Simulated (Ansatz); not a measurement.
```yaml
crystal:
  periodic: [false, false, false]
  atoms:
    - {symbol: C, position_ang: [-1.320033, 1.195005, 0.445103]}
    - {symbol: N, position_ang: [-0.796462, 0.661576, -0.788108]}
    - {symbol: Ga, position_ang: [0.549411, -0.542475, -1.024526]}
    - {symbol: C, position_ang: [1.465685, -1.263453, 0.554084]}
    - {symbol: H, position_ang: [-2.382554, 0.959486, 0.587290]}
    - {symbol: H, position_ang: [-1.212569, 2.285324, 0.510581]}
    - {symbol: H, position_ang: [-0.781852, 0.769052, 1.295006]}
    - {symbol: H, position_ang: [-1.263491, 1.026893, -1.603031]}
    - {symbol: H, position_ang: [0.852505, -0.898996, -2.519494]}
    - {symbol: H, position_ang: [1.094001, -0.828235, 1.482657]}
    - {symbol: H, position_ang: [1.332959, -2.346873, 0.605251]}
    - {symbol: H, position_ang: [2.539400, -1.072404, 0.489089]}
basis:
  gaussian: {orbitals: aug-cc-pVTZ}
hamiltonian: {xc: {name: PBE-QIDH}}
kpoints: {mp_grid: {grid: [2, 2, 2]}}
output: {forces: true}
```

```sh
$ ansatz run in.yaml --threads 4 --pin off --events-out ev --progress --plain --max-ram 10444MiB
```

Output, abridged:

```
Error: invalid value for `basis.gaussian`: such a run doesn't read kpoints; remove what it names
```

Q: Something in this input is off. What?

A: The input holds a key that doesn't belong there. The program refused the input.
